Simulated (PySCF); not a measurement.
Cd(I)(OH), HCdIO, SMILES [OH][Cd][I], singlet (PBE0/def2-SVP optimised geometry):

```
4

Cd    -0.106     0.180     0.000
I      2.474     0.180     0.000
O     -2.073     0.242     0.077
H     -2.474    -0.242    -0.654
```

Level of theory: PBE0/def2-TZVP, def2 effective core potentials past Kr (PySCF).

Q: What are the frontier orbital energies and the dipole moment?

A: HOMO-2 -8.40 eV, HOMO-1 -7.75 eV, HOMO -7.69 eV, LUMO -1.95 eV, LUMO+1 -0.56 eV; dipole moment 1.41 D.
